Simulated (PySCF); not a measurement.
CH2Cl3FSi. Atoms are numbered in the order given.

```xyz
8

F      2.4294    -0.9746     0.0000
C      1.1396    -1.4695     0.0000
Si    -0.1060    -0.0533     0.0000
Cl     0.1351     1.1113     1.6749
Cl     0.1351     1.1113    -1.6749
Cl    -1.9865    -0.8970     0.0000
H      0.9809    -2.1002     0.8934
H      0.9809    -2.1002    -0.8934
```

Geometry optimised at B3LYP-D3(BJ)/def2-SVP. Other conformers were not sampled.

These are PBE/def2-TZVP in PySCF values and carry that method's errors.

ESP charges are fitted to the potential on shells at 1.4 to 2.0 van der Waals radii. Atomic charges (e):

```csv
atom,Mulliken,ESP fit
F1,?,-0.14
C2,-0.07,-0.06
Si3,0.53,-0.01
Cl4,?,-0.01
Cl5,?,-0.01
Cl6,?,-0.04
H7,?,0.13
H8,?,0.13
```

Task: Some entries are withheld; supply them. (Estimate from the structure and the level; the computed values follow.)

Result: 
- F1, Mulliken: -0.19
- Cl4, Mulliken: -0.17
- Cl5, Mulliken: -0.17
- Cl6, Mulliken: -0.18
- H7, Mulliken: 0.12
- H8, Mulliken: 0.12

Task: Give the Mayer and Wiberg (Löwdin basis) orders of the bonds. (An estimate is asked for; the answer gives what the named calculation found.)

Result: 
| bond | Mayer | Wiberg |
|---|---|---|
| F1–C2 | 1.01 | 1.69 |
| C2–Si3 | 0.97 | 1.14 |
| Si3–Cl4 | 1.23 | 1.87 |
| Si3–Cl5 | 1.23 | 1.87 |
| Si3–Cl6 | 1.20 | 1.84 |
| C2–H7 | 0.92 | 0.88 |
| C2–H8 | 0.92 | 0.88 |
